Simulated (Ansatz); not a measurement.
CH₁₀FNSi₃, SMILES [SiH2](C[SiH2]N[SiH3])F.

The structure is a stationary point at r2SCAN-D4/def2-SVP. The structure was generated by enumeration, and PubChem lists no compound with its InChIKey, so it may never have been made. The values are those of a single conformer.

Two levels are set side by side: PBE/def2-SVPD (Ansatz, a quantum-chemistry and plane-wave program) and CAM-B3LYP/def2-SVPD (Ansatz). Energy differences of separate SCF runs at the same geometry; the states with an electron removed or added have multiplicity 2 and 2. Differences are taken from unrounded values.

```
quantity                            PBE
---------------------------------  ----
vertical ionisation energy (eV)    8.86
vertical singlet–triplet gap (eV)  5.21
```

These are the PBE values. What does CAM-B3LYP give? (The exact figures need the calculation; the answer reports its results.)


| quantity | CAM-B3LYP | PBE minus CAM-B3LYP |
|---|---|---|
| vertical ionisation energy (eV) | 9.43 | -0.57 |
| vertical singlet–triplet gap (eV) | 5.98 | -0.76 |
